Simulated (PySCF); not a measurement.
Electron correlation in I²⁺ (iodine, charge +2)

[Kr] 4d10 5s2 5p3, high-spin 4S determinant. Computed with PySCF 2.14 in def2-SVP with the def2 core potential (28 electrons) (4s4p2d, 26 functions), with a scalar-relativistic core potential. Frozen: 4s2 4p6 4d10; 5 electrons correlated.

MP2 pair energies summed by pair of shells (mhartree):

| pair | energy | share (%) |
| --- | --- | --- |
| 5s-5p | -31.98 | 66.7 |
| 5p-5p | -11.42 | 23.8 |
| 5s-5s | -4.55 | 9.5 |

Total MP2 correlation energy: -47.95 mhartree.

Same-spin part -12.66 and opposite-spin part -35.29 mhartree; SCS-MP2 scales them by 1/3 and 6/5 to -46.56 mhartree.

```json
{"level": "CCSD", "correlation energy (mhartree)": "-60.62"}
{"level": "(T)", "correlation energy (mhartree)": "-0.48"}
{"level": "CCSD(T)", "correlation energy (mhartree)": "-61.10"}
```

Diagnostics: T1 = 0.0015, D1 = 0.0023, largest double amplitude 0.057.

Cost of the coupled-cluster step: 0.09 s of wall time on 1 thread of Neoverse-V2 (shared host), for 5 correlated electrons.

Iterations:

```
CC2 = 0
CCSD nocc = (np.int64(4), np.int64(1)), nmo = (17, 17)
frozen orbitals [[0, 1, 2, 3, 4, 5, 6, 7, 8], [0, 1, 2, 3, 4, 5, 6, 7, 8]]
max_cycle = 100
direct = 0
conv_tol = 1e-08
conv_tol_normt = 1e-06
diis_space = 8
diis_start_cycle = 0
Init t2, MP2 energy = -0.0479480374747511
Init E_corr(UCCSD) = -0.04794803748905
cycle = 1  E_corr(UCCSD) = -0.0578352823517341  dE = -0.00988724486  norm(t1,t2) = 0.0347364
cycle = 2  E_corr(UCCSD) = -0.0599267159548322  dE = -0.0020914336  norm(t1,t2) = 0.00900609
cycle = 3  E_corr(UCCSD) = -0.0606320435250101  dE = -0.00070532757  norm(t1,t2) = 0.00283203
cycle = 4  E_corr(UCCSD) = -0.0606210816270605  dE = 1.09618979e-05  norm(t1,t2) = 0.000290532
cycle = 5  E_corr(UCCSD) = -0.0606214910053499  dE = -4.09378289e-07  norm(t1,t2) = 2.29987e-05
cycle = 6  E_corr(UCCSD) = -0.0606212691062393  dE = 2.21899111e-07  norm(t1,t2) = 4.22842e-06
cycle = 7  E_corr(UCCSD) = -0.0606213937666375  dE = -1.24660398e-07  norm(t1,t2) = 5.0003e-07
cycle = 8  E_corr(UCCSD) = -0.0606213741234698  dE = 1.96431677e-08  norm(t1,t2) = 1.05256e-07
cycle = 9  E_corr(UCCSD) = -0.0606213599167342  dE = 1.42067357e-08  norm(t1,t2) = 4.01457e-08
cycle = 10  E_corr(UCCSD) = -0.0606213628125696  dE = -2.8958354e-09  norm(t1,t2) = 1.02289e-08
UCCSD converged
E(UCCSD) = -295.7095142944539  E_corr = -0.06062136281256956
UCCSD(T) correction = -0.000484930033722623
```
